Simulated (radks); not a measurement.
Hf24+, 48 electrons, occupied as [Kr] 4d10 4f2 (the NIST ground configuration). Method: scalar-relativistic Kohn-Sham, SCAN, spin-polarised, spherical densities, finite nucleus; open shells are filled with parallel spins first (spin-orbit coupling, left out, can overturn this in heavy ions); meta-GGA in the generalised Kohn-Sham scheme; Fermi nuclear charge, rms radius 5.347 fm; computed with a radial shooting solver on a logarithmic mesh with Libxc functionals.

Radial electron density D(r) = 4 pi r^2 rho(r):

r (bohr)  D(r) (e/bohr)   spin D(r)
0.000891          5.685  -0.0000502
0.001005          6.861  -0.0000605
0.001133          8.263  -0.0000727
0.001287          10.05  -0.0000882
0.001452          12.04   -0.000105
0.001637          14.37   -0.000126
0.00186           17.30   -0.000151
0.002097          20.51   -0.000178
0.002365          24.19   -0.000209
0.002688          28.70   -0.000247
0.00303           33.50   -0.000288
0.003417          38.85   -0.000332
0.003883          45.14   -0.000384
0.004378          51.53   -0.000437
0.004936          58.30   -0.000492
0.00561           65.76   -0.000554
0.006326          72.77   -0.000613
0.007132          79.51   -0.000673
0.008106          86.05   -0.000738
0.00914           91.21   -0.000801
0.01031           95.10   -0.000872
0.01171           97.52   -0.000963
0.01321           98.04    -0.00108
0.01489           96.93    -0.00124
0.01692           94.31    -0.00148
0.01908           91.20    -0.00182
0.02151           88.39    -0.00228
0.02445           86.89    -0.00294
0.02757           87.99    -0.00371
0.03108           92.18    -0.00457
0.03533           100.1    -0.00551
0.03983           109.8    -0.00621
0.04491           119.9    -0.00648
0.05104           128.5    -0.00591
0.05755           132.2    -0.00402
0.06489           130.3  -0.0000296
0.07375           122.8     0.00821
0.08315           113.3      0.0228
0.09375           105.3      0.0493
0.1066            102.2       0.101
0.1201            105.6       0.188
0.1355            112.8       0.333
0.154             118.8       0.586
0.1736            117.0       0.942
0.1957            105.3        1.43
0.2224            84.95        2.09
0.2508            65.56        2.83
0.2828            52.96        3.59
0.3214            50.14        4.30
0.3624            54.30        4.71
0.4086            58.45        4.78
0.4643            56.49        4.41
0.5236            47.28        3.70
0.5903            33.88        2.79
0.6709            19.82        1.81
0.7564            10.04        1.07
0.8529            4.233       0.544
0.9694            1.356       0.221
1.093            0.3746      0.0781
1.232           0.08230      0.0223
1.401           0.01243     0.00445
1.579          0.001602    0.000737

D(r) has 4 maxima, at r = 0.0129, 0.0589, 0.160, 0.422 bohr, and minima at 0.0248, 0.106, 0.311 bohr, inside which lie 1.92, 11.14, 29.24 electrons.
